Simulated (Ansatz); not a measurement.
Consider the cleavage of the Si–B bond: `[SiH3]BO[SiH3]` + `FBN[SiH3]` → `FBN([SiH3])[SiH3]` + `BO[SiH3]`.

Computed with Ansatz on PBE0-D4/def2-TZVP structures; ΔE is electronic, products minus reactants. CCSD(T)/CBS adds triple-zeta CCSD(T) − MP2 to the extrapolated MP2 energy (def2 sets, frozen cores). Each species was taken in one conformer, which may not be the lowest.

| species | CCSD(T)/CBS(def2) energy (Eh) |
| --- | --- |
| `[SiH3]BO[SiH3]` | -682.38605 |
| `FBN[SiH3]` | -471.49367 |
| `FBN([SiH3])[SiH3]` | -761.79139 |
| `BO[SiH3]` | -392.11480 |

Question: Work out ΔE.

Answer: ΔE = (-761.79139) + (-392.11480) − (-682.38605) − (-471.49367) = -0.02647 Eh = -69.5 kJ/mol.

Question: What do rigid-rotor, harmonic-oscillator terms from PBE0-D4/def2-TZVP frequencies (298.15 K, 1 bar) make of the CCSD(T)/CBS value? (Best estimate.)

Answer: Ansatz gave: ΔZPE = -1.7 kJ/mol, ΔH = -72.2 kJ/mol, ΔS = -21 J/(mol·K), ΔG = -65.9 kJ/mol.

Largest T1 diagnostic among the species: 0.014.

At CCSD(T), def2-SVP lies +6.9 kJ/mol from the extrapolated value and def2-TZVPP +0.9 kJ/mol. The D4 term adds −7.0 kJ/mol with B3LYP and −3.6 kJ/mol with PBE0; it sums over pairs of atoms, weighted by their polarisabilities, and B3LYP, whose exchange is more repulsive, gets the larger term.

B3LYP here is the variant with VWN-RPA as its local correlation; programs differ in this.
